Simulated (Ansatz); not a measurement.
Isomers of Ga₅As₄⁺ (singlet), relaxed with PBE-D4/def2-SVP; total energies from Ansatz at PBE0-D4/def2-TZVP.

```csv
isomer,description,energy (Eh)
A,point group Cs; 9 × As–Ga 2.63 to 2.88 Å; 4 × As–As 2.52 to 2.54 Å,-18565.49123
B,point group C2v; 4 × As–Ga 2.68 Å; 3 × As–As 2.39 to 2.41 Å,-18565.48376
```

The isomers come from a short search, and lower ones may exist.

Work out the relative energies (1 Eh = 2625.5 kJ/mol) and the Boltzmann populations at 1200 K from electronic energies alone (R = 8.314 J/mol/K).

ΔE: A 0.0, B 19.6 kJ/mol. RT = 9.98 kJ/mol. Factors exp(−ΔE/RT): A 1, B 0.14; sum 1.140. Populations: A 87.7 %, B 12.3 %. Zero-point energy, vibrational entropy and symmetry numbers are left out and can shift these; an error of 4 kJ/mol changes a ratio by a factor of 1.5. Over the other density-functional and correlated levels in def2 sets, the gap between A and B ranges from 15 to 19 kJ/mol.
